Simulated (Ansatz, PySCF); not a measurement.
Dimer: HBr (SMILES Br) (first 2 atoms) with H4OSi (SMILES O[SiH3]); geometry from B3LYP-D3(BJ)/def2-TZVP, rigid monomers moved along the line of their centres of mass till Br1···H5 is 3.80 Å.
(charge 0, multiplicity 1):
```xyz
8

Br    -0.46726    -1.37691    -0.09632
H      0.41335    -0.30808     0.25410
O     -0.89751     0.32118     4.19697
Si     0.70224     0.65758     4.39792
H     -1.14464    -0.26684     3.47576
H      1.48596    -0.53516     4.79954
H      0.78405     1.69651     5.44202
H      1.30448     1.17725     3.13746
```

Counterpoise-corrected where a basis set is named; no monomer relaxation.

Frozen-core correlation. Filled d and f shells under p-block atoms count as core. CBS: X⁻³ extrapolation of the correlation energy, Hartree–Fock from the larger set.

The values were computed with Ansatz (a quantum-chemistry and plane-wave program) with Gaussian orbitals; PySCF for the dispersion terms. Values without a source in brackets are computed.

PBE/def2-TZVPPD gives -35.1 meV for the interaction energy.

Question: Predict the shift from PBE, with its sign, for: PBE-D3(BJ)/def2-TZVPPD, r2SCAN/def2-TZVPPD, B3LYP/def2-TZVPPD, wB97M-V/def2-TZVPPD, MP2/CBS(def2-SVPD, def2-TZVPPD), CCSD(T)/CBS(def2-SVPD, def2-TZVPPD).

Answer: PBE-D3(BJ)/def2-TZVPPD -20.8; r2SCAN/def2-TZVPPD -0.1; B3LYP/def2-TZVPPD 17.8; wB97M-V/def2-TZVPPD -7.3; MP2/CBS(def2-SVPD, def2-TZVPPD) -7.7; CCSD(T)/CBS(def2-SVPD, def2-TZVPPD) -6.1 meV. 1 of 6 lie above PBE; the widest gap is to PBE-D3(BJ)/def2-TZVPPD.
